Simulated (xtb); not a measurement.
C2H3O (SMILES [CH2-]C=O), charge -1, singlet, geometry from GFN2-xTB; GFN1-xTB with ALPB(benzene) (xtb 6.7.1).

The xtb input:
```
$ xtb mol.xyz --gfn 1 --chrg -1 --alpb benzene --json

# file mol.xyz
6

O      1.14119970     0.27275617    -0.37828883
C      0.01399973     0.30902939     0.19007090
H     -0.19132679     1.20747699     0.86167798
C     -1.01879722    -0.56413534     0.13347947
H     -1.93523585    -0.39299447     0.68579554
H     -0.97425000    -1.46589618    -0.46246509
```

Task: Predict the main parts of the log of this xtb run.

Result: 
```
   ID    Z sym.   atoms
    1    8 O      1
    2    6 C      2, 4
    3    1 H      3, 5, 6

           -------------------------------------------------
          |                Calculation Setup                |
           -------------------------------------------------

           -------------------------------------------------
          |                 G F N 1 - x T B                 |
           -------------------------------------------------

      * Solvation model:               ALPB
        Solvent                        benzene
        Parameter file                 internal GFN1-xTB/ALPB
        Dielectric constant                7.0000E+00
        Reference state                gsolv [1 M gas/solution]
        Free energy shift                  5.0562E-03 Eh       3.1728E+00 kcal/mol
        Temperature                        2.9815E+02 K
        Density                            8.6700E-01 kg/L
        Solvent mass                       7.8110E+01 g/mol
        Interaction kernel             P16
        Born radius scaling (c1)           1.7593E+00
        Born radii integrator          GBOBC
        Born offset                        0.0000E+00 a0       0.0000E+00 AA
        H-bond correction              false
        Ion screening                  false
        Surface tension                    1.0000E-05 Eh       1.5569E+01 dyn/cm
        Grid points                               230 per atom

          ...................................................
          :                      SETUP                      :
          :.................................................:
          :  # basis functions                  18          :
          :  # atomic orbitals                  18          :
          :  # shells                           12          :
          :  # electrons                        18          :
          :  # halogen bonds                     0          :
          :  max. iterations                   250          :
          :  Hamiltonian                  GFN1-xTB          :
          :  restarted?                      false          :
          :  GBSA solvation                   true          :
          :  PC potential                    false          :
          :  electronic temp.          300.0000000     K    :
          :  accuracy                    1.0000000          :
          :  -> integral cutoff          0.2500000E+02      :
          :  -> integral neglect         0.1000000E-07      :
          :  -> SCF convergence          0.1000000E-05 Eh   :
          :  -> wf. convergence          0.2000000E-04 e    :
          :  Broyden damping             0.4000000          :
          :  net charge                         -1          :
          :  unpaired electrons                  0          :
          ...................................................

 iter      E             dE          RMSdq      gap      omega  full diag
   1    -10.8593380 -0.108593E+02  0.938E+00    5.85       0.0  T
   2    -10.9164584 -0.571204E-01  0.540E+00    5.16       1.0  T
   3    -10.9166799 -0.221552E-03  0.152E+00    5.18       1.0  T
   4    -10.9167462 -0.662915E-04  0.803E-02    5.19       1.0  T
   5    -10.9167532 -0.699221E-05  0.276E-02    5.18       1.5  T
   6    -10.9167538 -0.591492E-06  0.359E-03    5.18      11.4  T
   7    -10.9167538 -0.770276E-08  0.719E-04    5.18      56.8  T
   8    -10.9167538 -0.235452E-08  0.232E-04    5.18     176.0  T
   9    -10.9167538 -0.393943E-10  0.150E-04    5.18     271.8  T
  10    -10.9167538 -0.103825E-09  0.367E-05    5.18    1113.2  T

   *** convergence criteria satisfied after 10 iterations ***

         :::::::::::::::::::::::::::::::::::::::::::::::::::::
         ::                     SUMMARY                     ::
         :::::::::::::::::::::::::::::::::::::::::::::::::::::
         :: total energy             -10.805077070646 Eh    ::
         :: total w/o Gsasa/hb       -10.803811438865 Eh    ::
         :: gradient norm              0.026192377566 Eh/a0 ::
         :: HOMO-LUMO gap              5.183744816408 eV    ::
         ::.................................................::
         :: SCC energy               -10.916753791642 Eh    ::
         :: -> electrostatic           0.209498115956 Eh    ::
         :: -> Gsolv                  -0.083142849249 Eh    ::
         ::    -> Gelec               -0.081877217469 Eh    ::
         ::    -> Gsasa               -0.006321789958 Eh    ::
         ::    -> Ghb                  0.000000000000 Eh    ::
         ::    -> Gshift               0.005056158178 Eh    ::
         :: repulsion energy           0.112745607447 Eh    ::
         :: dispersion energy         -0.001068886450 Eh    ::
         :: halogen bond corr.         0.000000000000 Eh    ::
         :: add. restraining           0.000000000000 Eh    ::
         :: total charge              -1.000000000000 e     ::
         :::::::::::::::::::::::::::::::::::::::::::::::::::::

           -------------------------------------------------
          |                Property Printout                |
           -------------------------------------------------

    * Orbital Energies and Occupations

         #    Occupation            Energy/Eh            Energy/eV
      -------------------------------------------------------------
         1        2.0000           -0.6304356             -17.1550
         2        2.0000           -0.5392969             -14.6750
         3        2.0000           -0.4977505             -13.5445
         4        2.0000           -0.4619886             -12.5713
         5        2.0000           -0.4260129             -11.5924
         6        2.0000           -0.4211074             -11.4589
         7        2.0000           -0.3988221             -10.8525
         8        2.0000           -0.3109816              -8.4622
         9        2.0000           -0.2851446              -7.7592 (HOMO)
        10                         -0.0946454              -2.5754 (LUMO)
        11                         -0.0230638              -0.6276
        12                         -0.0152776              -0.4157
        13                          0.0264782               0.7205
        14                          0.2905050               7.9050
        15                          0.3689946              10.0409
        16                          0.4392711              11.9532
        17                          0.5655432              15.3892
        18                          0.7472134              20.3327
      -------------------------------------------------------------
                  HL-Gap            0.1904991 Eh            5.1837 eV
             Fermi-level           -0.1898950 Eh           -5.1673 eV

  Mulliken/CM5 charges         n(s)   n(p)   n(d)
     1O    -0.76781 -0.81582   1.755  5.012  0.000
     2C     0.29543  0.27804   0.988  2.717  0.000
     3H    -0.09979 -0.04218   1.100  0.000  0.000
     4C    -0.38145 -0.48074   1.012  3.369  0.000
     5H    -0.02834  0.02433   1.028  0.000  0.000
     6H    -0.01805  0.03637   1.018  0.000  0.000

Wiberg/Mayer (AO) data.
largest (>0.10) Wiberg bond orders for each atom

 ---------------------------------------------------------------------------
     #   Z sym  total        # sym  WBO       # sym  WBO       # sym  WBO
 ---------------------------------------------------------------------------
     1   8 O    1.671 --     2 C    1.387     4 C    0.216
     2   6 C    3.956 --     4 C    1.633     1 O    1.387     3 H    0.935
     3   1 H    1.011 --     2 C    0.935
     4   6 C    3.824 --     2 C    1.633     5 H    0.986     6 H    0.982
                             1 O    0.216
     5   1 H    1.012 --     4 C    0.986
     6   1 H    1.010 --     4 C    0.982
 ---------------------------------------------------------------------------

Topologies differ in total number of bonds
Writing topology from bond orders to xtbtopo.mol

 dipole moment from electron density (au)
     X       Y       Z
  -1.0337   0.0552   0.5352  total (Debye):    2.962

           -------------------------------------------------
          | TOTAL ENERGY              -10.805077070646 Eh   |
          | GRADIENT NORM               0.026192377566 Eh/α |
          | HOMO-LUMO GAP               5.183744816408 eV   |
           -------------------------------------------------

normal termination of xtb
```
